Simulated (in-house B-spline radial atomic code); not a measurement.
Results of a calculation; reference values are marked as such.
**Softness against transferability: the 4p channel of Sn**

Sn, [Kr] 4d10 5s2 5p2, non-relativistic LDA (VWN5), spherical and spin-unpolarised, from a B-spline radial code for spherical atoms (atomic units). The all-electron 4p level is ε = -3.211999 hartree, its outermost node lies just inside 0.42 bohr and its outer maximum at 0.80 bohr.

Troullier-Martins pseudo-orbitals are made for several radii. The cutoffs (hartree) are the plane-wave energies beyond which the orbital holds less than the named kinetic energy per electron. The phase error is the difference, pseudo minus all-electron, of arctan(R P'/P) at R = 1.42 bohr for all radii, half a hartree below and above the level.

```csv
r_c (bohr),V_l(0) (hartree),cutoff for 10 mEh,for 1 mEh,for 0.1 mEh,phase error at ε − 0.5 (mrad),at ε + 0.5 (mrad)
0.6,-134.11,370,> 450,> 450,-12.2,-2.0
0.7,-42.39,112,238,443,-4.2,-0.6
0.8,-7.29,44.2,99.1,178,-2.5,-0.3
0.91,-1.40,44.6,89.8,115,-2.1,-0.3
1.01,-3.62,41.6,81.9,104,-2.7,-0.4
1.12,-6.42,35.6,58.8,87.6,-4.7,-0.6
```

Problem. Which radius needs the lowest cutoff for 1 mEh while both phase errors stay within 4.3 mrad?

Solution. The radii within that limit are 0.7, 0.8, 0.91, 1.01 bohr; of these r_c = 1.01 needs the least, 81.9 hartree, that is 164 Ry or 2229 eV.
